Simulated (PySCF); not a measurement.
CH6GeZn, SMILES [CH3][Zn][GeH3]. Atoms are numbered in the order given.

```xyz
9

Zn     0.0000     0.0000    -0.9126
C      0.0000     0.0000    -2.8770
H     -1.0090    -0.2026    -3.2728
H      0.6800    -0.7725    -3.2728
H      0.3290     0.9752    -3.2728
Ge     0.0000     0.0000     1.5041
H      1.4223    -0.1235     2.1091
H     -0.6042     1.2935     2.1091
H     -0.8182    -1.1700     2.1091
```
Charge 0, spin multiplicity 1.

The structure is a stationary point at B3LYP-D3(BJ)/def2-SVP. The structure was generated by enumeration; whether it is a known compound was not checked.

Method: PBE/pcSseg-1 (PySCF).

GIAO shieldings, no solvent; atoms alike by connectivity are averaged. δ = σ(ref) − σ: ¹³C against TMS (σ = 182.0 ppm); ¹H against TMS (σ = 31.49 ppm); ⁷³Ge against GeH4 (σ = 1614.4 ppm), references at their B3LYP-D3(BJ)/def2-TZVP geometries, non-relativistic.

```csv
atoms,nucleus,count,δ (ppm)
C2,¹³C,1,-2.4
"H7, H8, H9",¹H,3,___
"H3, H4, H5",¹H,3,___
Ge6,⁷³Ge,1,-97.8
```

**Question.** What belongs in the gaps? (Estimate from the structure and the level; the computed values follow.)

**Answer.** 
- H7, H8, H9, δ (ppm): 3.38
- H3, H4, H5, δ (ppm): 0.26
